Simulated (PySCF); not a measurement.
CaCl₂, charge -1, doublet, at a GFN2-xTB geometry (such geometries of metal compounds can be far from the true shape) (a state made from the parent by changing its charge; the spin is typed, not shown lowest), with bond 3-1 at 2.0 times its length; CAMB3LYP/STO-3G (PySCF).

PySCF was given this input:
```python
from pyscf import gto, scf, dft

mol = gto.Mole()
mol.atom = '''
    Ca    0.210410   -0.791224    0.000347
    Cl    1.531022    0.904776   -1.618715
    Cl   -3.767538    0.843375    3.236267
'''
mol.basis = 'sto-3g'
mol.charge = -1
mol.spin = 1
mol.verbose = 4
mol.build()

mf = dft.UKS(mol)
mf.xc = 'camb3lyp'
mf.init_guess = 'atom'
mf.kernel()
```

Predict the main parts of the log of this PySCF run.


```
PySCF version 2.14.0

[INPUT] verbose = 4
[INPUT] num. atoms = 3
[INPUT] num. electrons = 55
[INPUT] charge = -1
[INPUT] spin (= nelec alpha-beta = 2S) = 1
[INPUT] symmetry False subgroup None
[INPUT] Mole.unit = angstrom
[INPUT] Symbol           X                Y                Z      unit          X                Y                Z       unit  Magmom
[...]
nuclear repulsion = 121.567586167136
number of shells = 17
number of NR pGTOs = 93
number of NR cGTOs = 31
basis = sto-3g
ecp = {}

******** <class 'pyscf.dft.uks.UKS'> ********
method = UKS
initial guess = atom
damping factor = 0
level_shift factor = 0
DIIS = <class 'pyscf.scf.diis.CDIIS'>
diis_start_cycle = 1
diis_space = 8
diis_damp = 0
SCF conv_tol = 1e-09
SCF conv_tol_grad = None
SCF max_cycles = 50
direct_scf = True
direct_scf_tol = 1e-13
number electrons alpha = 28  beta = 27
XC library pyscf.dft.libxc version 7.1.2
    S. Lehtola, C. Steigemann, M. J. T. Oliveira, and M. A. L. Marques,  SoftwareX 7, 1–5 (2018)
XC functionals = camb3lyp
    T. Yanai, D. P. Tew, and N. C. Handy,  Chem. Phys. Lett. 393, 51 (2004)
radial grids:
    Treutler-Ahlrichs [JCP 102, 346 (1995); DOI:10.1063/1.469408] (M4) radial grids

becke partition: Becke, JCP 88, 2547 (1988); DOI:10.1063/1.454033
pruning grids: <function nwchem_prune>
grids dens level: 3
symmetrized grids: False
atomic radii adjust function: <function treutler_atomic_radii_adjust>
small_rho_cutoff = 0
Set gradient conv threshold to 3.16228e-05
Spherically averaged atomic HF for {'Ca', 'Cl'}

******** <class 'pyscf.scf.atom_hf.AtomSphAverageRHF'> ********
method = AtomSphAverageRHF
initial guess = minao
damping factor = 0
level_shift factor = 0
DIIS = <class 'pyscf.scf.diis.CDIIS'>
diis_start_cycle = 1
diis_space = 8
diis_damp = 0
SCF conv_tol = 1e-09
SCF conv_tol_grad = None
SCF max_cycles = 50
direct_scf = True
direct_scf_tol = 1e-13
atom = Ca
Set gradient conv threshold to 3.16228e-05
Initial guess from minao.
init E= -669.509255750444
cycle= 1 E= -669.98845739272  delta_E= -0.479  |g|=    0  |ddm|= 0.217
cycle= 2 E= -669.988869721346  delta_E= -0.000412  |g|=    0  |ddm|= 0.0447
cycle= 3 E= -669.988870598221  delta_E= -8.77e-07  |g|=    0  |ddm|= 0.00205
cycle= 4 E= -669.988870598367  delta_E= -1.47e-10  |g|=    0  |ddm|= 2.14e-05
Extra cycle  E= -669.988870598368  delta_E= -1.14e-13  |g|=    0  |ddm|= 9.58e-08
Atomic HF for atom  Ca  converged. SCF energy = -669.988870598368

******** <class 'pyscf.scf.atom_hf.AtomSphAverageRHF'> ********
[...]
cycle= 21 E= -1581.07029434729  delta_E= 0.00053  |g|= 0.00517  |ddm|= 0.152
cycle= 22 E= -1581.06319226525  delta_E= 0.0071  |g|= 0.0259  |ddm|= 0.468
cycle= 23 E= -1581.06215681328  delta_E= 0.00104  |g|= 0.0277  |ddm|= 0.128
cycle= 24 E= -1581.06516173327  delta_E= -0.003  |g|= 0.0205  |ddm|= 0.409
cycle= 25 E= -1581.05933043921  delta_E= 0.00583  |g|= 0.0298  |ddm|= 0.618
cycle= 26 E= -1581.05838274094  delta_E= 0.000948  |g|= 0.0308  |ddm|= 0.142
cycle= 27 E= -1581.05690750423  delta_E= 0.00148  |g|= 0.0296  |ddm|= 0.33
cycle= 28 E= -1581.06497785196  delta_E= -0.00807  |g|= 0.0277  |ddm|= 0.576
cycle= 29 E= -1581.0630380648  delta_E= 0.00194  |g|= 0.0251  |ddm|= 0.807
cycle= 30 E= -1581.06611734846  delta_E= -0.00308  |g|= 0.0145  |ddm|= 0.416
cycle= 31 E= -1581.06749627698  delta_E= -0.00138  |g|= 0.00298  |ddm|= 0.205
cycle= 32 E= -1581.0658751763  delta_E= 0.00162  |g|= 0.0154  |ddm|= 0.209
cycle= 33 E= -1581.06734710031  delta_E= -0.00147  |g|= 0.00237  |ddm|= 0.265
cycle= 34 E= -1581.06692455136  delta_E= 0.000423  |g|= 0.00519  |ddm|= 0.218
cycle= 35 E= -1581.06687212471  delta_E= 5.24e-05  |g|= 0.00302  |ddm|= 0.132
cycle= 36 E= -1581.06693917872  delta_E= -6.71e-05  |g|= 0.00196  |ddm|= 0.0302
cycle= 37 E= -1581.06688739214  delta_E= 5.18e-05  |g|= 0.00368  |ddm|= 0.0299
cycle= 38 E= -1581.06694369707  delta_E= -5.63e-05  |g|= 0.00409  |ddm|= 0.0591
cycle= 39 E= -1581.06698637925  delta_E= -4.27e-05  |g|= 0.00124  |ddm|= 0.0614
cycle= 40 E= -1581.06528897318  delta_E= 0.0017  |g|= 0.015  |ddm|= 0.376
cycle= 41 E= -1581.06525734298  delta_E= 3.16e-05  |g|= 0.0156  |ddm|= 0.0918
cycle= 42 E= -1581.06542331214  delta_E= -0.000166  |g|= 0.0153  |ddm|= 0.124
cycle= 43 E= -1581.06618283907  delta_E= -0.00076  |g|= 0.0102  |ddm|= 0.0768
cycle= 44 E= -1581.06648631103  delta_E= -0.000303  |g|= 0.00744  |ddm|= 0.0335
cycle= 45 E= -1581.06527438979  delta_E= 0.00121  |g|= 0.0154  |ddm|= 0.148
cycle= 46 E= -1581.06638599076  delta_E= -0.00111  |g|= 0.00763  |ddm|= 0.0945
cycle= 47 E= -1581.06666487281  delta_E= -0.000279  |g|= 0.00235  |ddm|= 0.147
cycle= 48 E= -1581.06664044416  delta_E= 2.44e-05  |g|= 0.00239  |ddm|= 0.143
cycle= 49 E= -1581.06667671895  delta_E= -3.63e-05  |g|= 0.000297  |ddm|= 0.027
cycle= 50 E= -1581.06667352981  delta_E= 3.19e-06  |g|= 0.000765  |ddm|= 0.0137
SCF not converged.
SCF energy = -1581.06667352981 after 50 cycles  <S^2> = 0.75224117  2S+1 = 2.0022399
```

The run did not converge; its last values are not results.
